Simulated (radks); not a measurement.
Excited configurations of Yb2+: one electron is placed in a higher orbital outside [Xe] 4f13. The ground configuration is [Xe] 4f14. Calculated with a radial shooting solver on a logarithmic mesh with Libxc functionals: scalar-relativistic Kohn-Sham, PBEsol, spin-polarised, spherical densities, finite nucleus; open shells are filled with parallel spins first (spin-orbit coupling, left out, can overturn this in heavy ions); Fermi nuclear charge, rms radius 5.3108 fm. Excitation = E - E(ground); binding = E(ion) - E, where the ion is the core of charge +3; n* = 3/sqrt(2 binding) in atomic units, and the quantum defect is n - n*.

outer orbital,excitation (eV),binding (eV),n*,quantum defect,eigenvalue (eV)
5d,6.261,20.165,2.464,2.536,-15.457
5f,18.460,7.966,3.921,1.079,-6.426
6p,10.712,15.713,2.792,3.208,-13.322
6d,16.539,9.887,3.519,2.481,-8.302
6f,21.113,5.312,4.801,1.199,-4.419
7d,20.334,6.091,4.484,2.516,-5.208
7f,22.657,3.769,5.700,1.300,-3.211

The Delta-SCF ionisation energy is 26.426 eV (NIST Atomic Spectra Database: 25.05 eV, semi-empirical). Self-interaction in the functional shifts the binding energies and quantum defects, so they are the method's values and not measured ones. Open shells are spherical and high-spin; term and fine-structure splittings are not resolved. Spin-orbit splitting is averaged out at the scalar-relativistic level.
